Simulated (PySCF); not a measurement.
C₆ coefficients of unlike pairs at MN15

Calculated with PySCF 2.14 from the dipole response of each species, C₆(A,B) = (3/π) ∫ α_A(iu) α_B(iu) du, in atomic units, from isotropic polarisabilities. For ions this is the dispersion term alone; charge-induced terms of lower order in 1/R come first.

| species | configuration | basis | relativity | α (bohr³) | C₆ (like pair) |
| --- | --- | --- | --- | --- | --- |
| Zn(2+) | [Ar] 3d10 (1S) | aug-cc-pVQZ-DK (9s8p6d4f3g2h) | spin-free X2C | 2.766 | 7.404 |
| Au+ | [Xe] 4f14 5d10 (1S) | def2-TZVPPD with the def2 core potential (60 electrons) (6s5p3d2f1g) | core potential | 11.56 | 76.40 |
| Ga(3+) | [Ar] 3d10 (1S) | aug-cc-pVQZ-PP with one added diffuse shell each of s, p, d, f, g type with ECP10MDF (8s7p6d4f3g) | core potential | 1.003 | 1.404 |

Problem. Estimate C₆ for Ga(3+) with Zn(2+).

Solution. The integral gives 3.201. The combination rule 2 C_A C_B / (C_A α_B/α_A + C_B α_A/α_B) gives 3.171 and the geometric mean 3.224.

No spin-orbit coupling is included.

The other pairs:

| pair | C₆ |
| --- | --- |
| Au+, Zn(2+) | 23.31 |
| Ga(3+), Au+ | 9.893 |
